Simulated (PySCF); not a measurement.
C5H7F2N.
Cartesian coordinates in Å at the PBE0-D3(BJ)/def2-SVP level; atoms count from 1:
```xyz
15
C5H7F2N angstrom
C     -1.3862    1.6940    0.1877
C     -0.2493    1.0344   -0.0685
C     -0.0647   -0.4175    0.0648
N      1.0123   -1.0709   -0.1331
C      2.2300   -0.4098   -0.5152
C     -1.2453   -1.2823    0.4562
F     -2.2568   -1.1491   -0.4326
F     -1.7288   -0.9182    1.6680
H     -2.2887    1.1863    0.5332
H     -1.4418    2.7775    0.0557
H      0.6206    1.5994   -0.4140
H      2.2021   -0.1378   -1.5853
H      3.0775   -1.0961   -0.3777
H      2.4387    0.5112    0.0572
H     -0.9266   -2.3357    0.4937
```

Computed with PySCF at wB97X-D/def2-SVPD, non-relativistic, on one gas-phase PBE0-D3(BJ)/def2-SVP geometry that isn't relaxed in the solvent. The solvent is an IEF-PCM continuum (Bondi radii, 1.10 Å for H, scaled by 1.2), and excitations are vertical TDDFT with non-equilibrium linear response and a frozen core. The model holds no explicit solvent molecules, cavitation or dispersion.

| run | E − E(gas) (kJ/mol) | HOMO (eV) | HOMO–LUMO gap (eV) | dipole (D) | lowest singlet (eV) | static polarisability (au) |
| --- | --- | --- | --- | --- | --- | --- |
| gas | 0.00 | -9.53 | 9.47 | 2.49 | 4.31 | 73.5 |
| P | -14.80 | -9.52 | 9.54 | 3.00 | 4.36 | 91.0 |
| Q | -20.83 | -9.53 | 9.56 | 3.22 | 4.38 | 99.5 |

Problem. The runs were made in chloroform and dimethylsulfoxide. Which run belongs to which solvent?

Solution. P = chloroform, Q = dimethylsulfoxide. The dielectric constants are 4.711 (chloroform), 46.83 (dimethylsulfoxide), and the energy falls further as ε rises. The optical constants n² used for the excitations are 2.09, 2.19 in the same order. In this model the ground state sees the solvent through ε alone.

Problem. How constant is the ratio of the lowering to (ε − 1)/(2ε + 1)?

Solution. 
```csv
solvent,(ε − 1)/(2ε + 1),E − E(gas) (kJ/mol),ratio (kJ/mol),polarisation term (kJ/mol)
chloroform,0.356,-14.80,-41.6,-16.35
dimethylsulfoxide,0.484,-20.83,-43.0,-24.07
```

The ratio changes by +3.5 % in size from chloroform to dimethylsulfoxide. The polarisation term is half the interaction of the solute with the induced surface charges.

Note: wB97X-D ran without an empirical dispersion term, which enters the total energy and its gradient alone.
